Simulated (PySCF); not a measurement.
NbF₄, SMILES [F][Nb+]([F])([F])[F], charge +1, multiplicity 1.

The structure is a stationary point at PBE0-D3(BJ)/def2-SVP. The spin state was assumed, not searched. The isomer is the one that the SMILES or the coordinates give; other isomers of the formula were not compared. The def2 effective core potentials stand for the cores of Nb; spin–orbit coupling is left out.

Two levels are set side by side: PBE/def2-TZVPD (PySCF) and ωB97X/def2-TZVPD (PySCF). Same geometry, gas phase. Differences are taken from unrounded values.

```json
[
 {"quantity": "orbital gap (eV)", "ωB97X": "14.59"},
 {"quantity": "highest occupied level (eV)", "ωB97X": "-22.18"},
 {"quantity": "lowest empty level (eV)", "ωB97X": "-7.59"},
 {"quantity": "mean polarisability (bohr³)", "ωB97X": "32.3"}
]
```

Q: What does PBE give, and how far is it from ωB97X? (The exact figures need the calculation; the answer reports its results.)

A: 
| quantity | PBE | PBE minus ωB97X |
|---|---|---|
| orbital gap (eV) | 6.94 | -7.65 |
| highest occupied level (eV) | -17.60 | 4.58 |
| lowest empty level (eV) | -10.67 | -3.08 |
| mean polarisability (bohr³) | 34.2 | 2.0 |

Without exact exchange PBE keeps part of each electron's self-repulsion, which lifts occupied levels and narrows the gap. Loosely held outer electrons make PBE densities more polarisable. Differences between two approximate levels are no errors against the true value.

Rough cost on one machine, each run with all the roots and properties that it gave: ωB97X against PBE within a factor of 2.
